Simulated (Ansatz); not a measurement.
Reaction (formal exchange of groups at the Si–C bond): `C[SiH2]C(F)BF` + `NC=O` → `C[SiH2]N` + `O=CC(F)BF`

Gas-phase electronic energies from Ansatz, PBE0-D4/def2-TZVP geometries. CCSD(T)/CBS adds triple-zeta CCSD(T) − MP2 to the extrapolated MP2 energy (def2 sets, frozen cores). This one scheme is used for every species. DFT in def2-TZVPP. B3LYP here is the variant with VWN-RPA as its local correlation; programs differ in this. One conformer a species, not always the lowest.

Task: Is it downhill or uphill in electronic energy at CCSD(T)/CBS, and by how much? (Estimate.)

Result: Ansatz gave: Nearly level: ΔE = -0.02 eV.

Task: What do these levels give: PBE-D4, PBE0-D4, B3LYP-D4, ωB97X-V, ωB97M-V, B2PLYP, PBE, r2SCAN, PBE0, CCSD/def2-TZVPP, MP2/def2-QZVPP, HF/CBS(def2)? (Estimate.)

Result: Computed: PBE-D4 0.21, PBE0-D4 0.15, B3LYP-D4 0.10, ωB97X-V 0.06, ωB97M-V 0.05, B2PLYP 0.03, PBE 0.19, r2SCAN 0.12, PBE0 0.13, CCSD/def2-TZVPP -0.05, MP2/def2-QZVPP -0.02, HF/CBS(def2) -0.12 eV.

Largest T1 diagnostic among the species: 0.016.

From PBE to PBE0 (25 % exact exchange), in def2-TZVPP and without D4, ΔE moves by −0.06 eV. In def2-TZVPP, CCSD(T) changes the Hartree–Fock value by +0.09 eV (the triples alone add +0.03 eV) and MP2 by +0.10 eV.
